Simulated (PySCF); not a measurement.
Radial density of Se⁺ (selenium, charge +1)

UHF, [Ar] 3d10 4s2 4p3, high-spin 4S determinant. All numbers are calculated (PySCF 2.14, scalar relativity by spin-free X2C-1e, in cc-pVDZ-DK (5s4p2d, 27 functions)).

```
r (bohr)  4πr²ρ (e/bohr)  4πr²(ρα − ρβ)
0.000984          0.5488         0.0000
 0.00166           1.314         0.0000
 0.00278           3.097         0.0000
 0.00468           7.020         0.0000
 0.00788           14.72         0.0002
  0.0133           26.96         0.0011
  0.0223           39.38         0.0054
  0.0375           40.82         0.0242
  0.0631           34.08         0.0756
   0.106           44.71         0.1153
   0.178           44.05         0.0081
   0.300           26.11         0.1064
   0.505           32.92         0.2285
   0.849           12.89         0.0841
    1.43           3.913         1.4787
    2.40           1.771         1.1777
    4.04          0.1734         0.1482
    6.80       0.0006330         0.0006
```

Densities and radii are taken from the X2C orbitals without a picture-change correction, which distorts them close to the nucleus.
